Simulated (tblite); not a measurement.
Parent: `[CH3:1][CH2:2][C@H:3]([C:4]#[N:5])[CH2:6][NH:7][SiH2:8][PH2:9]` with C1–C2–C3–C4 -63°, C2–C3–C6–N7 -59°, C3–C6–N7–Si8 -69°, C6–N7–Si8–P9 -28°, N7–Si8–P9–H -75° and -168°, C5H13N2PSi.

The geometries are computed with GFN2-xTB (gas phase). One conformer each, not checked by frequencies here.

```csv
coordinate of the parent,value
C1–C2,1.524 Å
C2–C3,1.535 Å
C3–C4,1.442 Å
C4≡N5,1.143 Å
C3–C6,1.547 Å
C6–N7,1.439 Å
N7–Si8,1.722 Å
Si8–P9,2.238 Å
C1–C2–C3,111.8°
C2–C3–C4,110.0°
C2–C3–C6,112.3°
C4–C3–C6,108.8°
C3–C4–N5,178.4°
C3–C6–N7,113.6°
C6–N7–Si8,123.8°
N7–Si8–P9,105.2°
```

Problem. How does the shared frame change in `[N:1]#[C:2][C@@H:3]([CH2:4][SiH3:5])[CH2:6][NH:7][SiH2:8][PH2:9]` with C2–C3–C4–Si5 -64°, C2–C3–C6–N7 66°, C3–C6–N7–Si8 -97°, C6–N7–Si8–P9 -178°, N7–Si8–P9–H -170° and 97°, C4H13N2PSi2? Atoms pair as C2 = C4, C3 = C3, C4 = C2, N5 = N1, C6 = C6, N7 = N7, Si8 = Si8, P9 = P9 (parent first).

Solution. 
| parent | relative | value in the relative | change |
| --- | --- | --- | --- |
| C2–C3 | C4–C3 | 1.533 Å | -0.002 |
| C3–C4 | C3–C2 | 1.440 Å | -0.002 |
| C4≡N5 | C2≡N1 | 1.144 Å | +0.001 |
| C3–C6 | C3–C6 | 1.547 Å | 0.000 |
| C6–N7 | C6–N7 | 1.433 Å | -0.006 |
| N7–Si8 | N7–Si8 | 1.716 Å | -0.006 |
| Si8–P9 | Si8–P9 | 2.241 Å | +0.003 |
| C2–C3–C4 | C4–C3–C2 | 109.6° | -0.4 |
| C2–C3–C6 | C4–C3–C6 | 111.3° | -1.0 |
| C4–C3–C6 | C2–C3–C6 | 109.5° | +0.7 |
| C3–C4–N5 | C3–C2–N1 | 178.2° | -0.2 |
| C3–C6–N7 | C3–C6–N7 | 114.2° | +0.6 |
| C6–N7–Si8 | C6–N7–Si8 | 124.8° | +1.0 |
| N7–Si8–P9 | N7–Si8–P9 | 102.4° | -2.8 |

Of the parent's bonds, C6–N7 and N7–Si8 change most and about equally (-0.006 Å). Bonds of the relative outside the shared frame: C4–Si5 1.908 Å. Point group C1 → C1.
